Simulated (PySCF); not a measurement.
Species: C4H9FOS.
Z-matrix (Å and degrees, GFN2-xTB geometry), rows numbered from 1:
```
C 
C   1  1.5159
S   2  1.8543  1  108.11
O   3  1.4626  2  106.12  1    72.50
C   3  1.8896  2   95.06  1   178.06
C   5  1.5098  3  108.75  2  -179.59
F   5  1.3725  3  108.14  2    59.56
H   1  1.0880  2  110.54  3    62.88
H   1  1.0882  2  109.56  3   -56.74
H   1  1.0881  2  110.83  3  -176.67
H   2  1.0890  1  111.30  3   118.04
H   2  1.0879  1  112.07  3  -117.68
H   5  1.0946  3  107.96  2   -56.74
H   6  1.0878  5  109.76  3   -64.77
H   6  1.0867  5  108.59  3    54.51
H   6  1.0881  5  111.00  3   174.81
```

Theory: TDDFT wB97X-D/def2-SVPD, vertical, gas phase, core orbitals frozen in the response (PySCF 2.14.0, density-fitted response routines).

Computed states:

| state | E (eV) | f |
| --- | --- | --- |
| S1 | 5.69 | 0.034 |
| S2 | 6.18 | 0.047 |
| S3 | 6.68 | 0.0093 |
| S4 | 7.20 | 0.051 |
| S5 | 7.25 | 0.048 |
| S6 | 7.36 | 0.040 |
| S7 | 7.94 | 0.0092 |
| S8 | 8.00 | 0.030 |

Each state is given a Gaussian of 0.3 eV full width at half maximum, with ε(max) = 2.175×10⁸ f / Δν̃ (Δν̃ the width in cm⁻¹). The width is an assumption, not a result. The curve ends short of the highest state used, and states not computed would add to its high-energy end.

Question: What does the envelope look like, and where are its maxima?

Answer: 
E (eV), ε (L mol⁻¹ cm⁻¹) and a bar:
```
     5.24          5 
     5.32         41 
     5.39        177 
     5.47        651 ##
     5.54       1472 ####
     5.62       2586 #######
     5.69       3066 ########
     5.76       2700 #######
     5.84       1705 #####
     5.91       1153 ###
     5.99       1545 ####
     6.06       2706 #######
     6.13       3910 ###########
     6.21       4183 ###########
     6.28       3222 #########
     6.36       1683 #####
     6.43        790 ##
     6.51        515 #
     6.58        659 ##
     6.65        822 ##
     6.73        773 ##
     6.80        568 ##
     6.88        506 #
     6.95       1071 ###
     7.02       2727 #######
     7.10       6097 ################
     7.17       9319 #########################
     7.25      11117 ##############################
     7.32      10069 ###########################
     7.40       6834 ##################
```

Maxima: 218 nm (5.70 eV), ε about 3100, made up of S1 (100%); 200 nm (6.18 eV), ε about 4300, made up of S2 (100%); 186 nm (6.68 eV), ε about 840, made up of S3 (100%); 171 nm (7.26 eV), ε about 11000, made up of S4 (37%), S5 (39%) and S6 (24%) (ε in L mol⁻¹ cm⁻¹; maxima over ε = 5, shares over 10%).

Question: What would ε be at 7.26 eV, the highest of these maxima, with half the width (0.15 eV)?

Answer: About 16600 L mol⁻¹ cm⁻¹ against 11100, a factor of about 1.5; a lone state at its own centre would give exactly 2.

Question: Coming from long wavelengths, where does ε first pass 100 L mol⁻¹ cm⁻¹?

Answer: At about 231 nm (5.36 eV), 0.33 eV below S1.

Question: On this curve, what absorbance would a 10⁻⁴ mol/L sample give at 222 nm over a 1 cm path?

Answer: 222 nm is 5.585 eV, where ε is about 2100 L mol⁻¹ cm⁻¹, so A = ε c l ≈ 0.21 (Beer–Lambert, with the gas-phase spectrum and the assumed width).

The run took 82 s of wall time (grids of density and orbitals included) on Arm Neoverse N1, one thread, shared host with 64 logical CPUs at a one-minute load of 19, and the process peaked at 0.92 GiB of memory.

One conformer stands for the species.
